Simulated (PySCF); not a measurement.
Running PySCF for SnH

Input:

```python
from pyscf import gto, dft

mol = gto.M(
    atom='Sn 0 0 0; H 0 0 1.67',
    basis='def2-tzvp',
    ecp={'Sn': 'def2-tzvp'},
    charge=0,
    spin=1,
    verbose=3,
)
mf = dft.ROKS(mol, xc='pbe0')
mf.kernel()
mf.mulliken_pop()
mf.dip_moment()
print('orbital energies (hartree):', mf.mo_energy[..., max(0, mol.nelec[1]-3):mol.nelec[0]+3].round(4))
```

```bash
$ python input.py
```

The log (some set-up lines and the per-cycle HOMO/LUMO lines with their warnings removed):

```
converged SCF energy = -214.851535716334
 ** Mulliken pop  **
pop of  0 Sn 4s           0.29355
pop of  0 Sn 5s          -0.79249
pop of  0 Sn 6s           1.59140
pop of  0 Sn 7s           0.91544
pop of  0 Sn 8s           1.18058
pop of  0 Sn 9s           0.74173
pop of  0 Sn 4px         -0.13280
pop of  0 Sn 4py         -0.13172
pop of  0 Sn 4pz         -0.13591
pop of  0 Sn 5px          2.11965
pop of  0 Sn 5py          2.11705
pop of  0 Sn 5pz          2.12717
[44 lines left out]
 ** Mulliken atomic charges  **
charge of    0Sn =      0.08578
charge of    1H =     -0.08578
Dipole moment(X, Y, Z, Debye): -0.00000,  0.00000, -0.19737
orbital energies (hartree): [-1.0262 -0.4701 -0.2663 -0.1263 -0.1071  0.0444  0.1103]
```

In short: E(SCF) = -214.851536 Eh, μz(SCF) = -0.20 D.

Wall time 2.6 s on one thread of a shared host.

The bond length is a typed value, not an optimised one. No search for the lowest solution was made.
